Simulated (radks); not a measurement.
Q: Excited configurations of Pm2+: one electron is placed in a higher orbital outside [Xe] 4f4. The ground configuration is [Xe] 4f5. Method: scalar-relativistic Kohn-Sham, r2SCAN, spin-polarised, spherical densities, finite nucleus; open shells are filled with parallel spins first (spin-orbit coupling, left out, can overturn this in heavy ions); meta-GGA in the generalised Kohn-Sham scheme; Fermi nuclear charge, rms radius 4.962 fm; computed with a radial shooting solver on a logarithmic mesh with Libxc functionals. Excitation = E - E(ground); binding = E(ion) - E, where the ion is the core of charge +3; n* = 3/sqrt(2 binding) in atomic units, and the quantum defect is n - n*.

outer orbital  excitation (eV)  binding (eV)     n*  quantum defect  eigenvalue (eV)  <r> (bohr)
5d                       4.605        19.682  2.494           2.506          -15.394       2.382
5f                      16.566         7.721  3.982           1.018           -6.164       5.803
6s                       5.724        18.564  2.568           3.432          -16.125       3.459
6d                      14.951         9.336  3.622           2.378           -7.830       5.795
6f                      19.198         5.090  4.905           1.095           -4.245       10.10
7s                      14.690         9.597  3.572           3.428           -8.342       6.555
7p                      16.356         7.931  3.929           3.071           -6.874       7.630
7d                      18.559         5.728  4.624           2.376           -4.895       9.974

Estimate the row for 6p.

A: excitation (eV) 9.975; binding (eV) 14.312; n* 2.925; quantum defect 3.075; eigenvalue (eV) -12.294; <r> (bohr) 4.160. The Delta-SCF ionisation energy is 24.287 eV (NIST Atomic Spectra Database: 22.4 eV, semi-empirical). Self-interaction in the functional shifts the binding energies and quantum defects, so they are the method's values and not measured ones. Open shells are spherical and high-spin; term and fine-structure splittings are not resolved. Spin-orbit splitting is averaged out at the scalar-relativistic level.
